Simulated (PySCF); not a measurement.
ReF₆, SMILES [F][Re+]([F])([F])([F])([F])[F], charge +1, multiplicity 1.

Coordinates come from a B3LYP-D3(BJ)/def2-SVP optimisation. The multiplicity is an assumed one; no other spin state was optimised. The isomer is the one that the SMILES or the coordinates give; other isomers of the formula were not compared. The def2 effective core potentials stand for the cores of Re; spin–orbit coupling is left out.

These are PBE/def2-TZVP in PySCF values and carry that method's errors.

Symmetry labels are those of the subgroup D2h that the program uses (full group Oh).

Computed valence orbital energies around the gap with their symmetry:
```
orbital  symmetry  energy (eV)
-------  --------  -----------
HOMO−7        B1u       -18.18
HOMO−6        B3u       -18.18
HOMO−5        B1u       -18.13
HOMO−4        B3u       -18.13
HOMO−3        B2u       -18.13
HOMO−2        B1g       -17.45
HOMO−1        B3g       -17.45
HOMO          B2g       -17.45
LUMO          B1g       -13.33
LUMO+1        B3g       -13.33
LUMO+2        B2g       -13.33
LUMO+3         Ag        -7.83
```
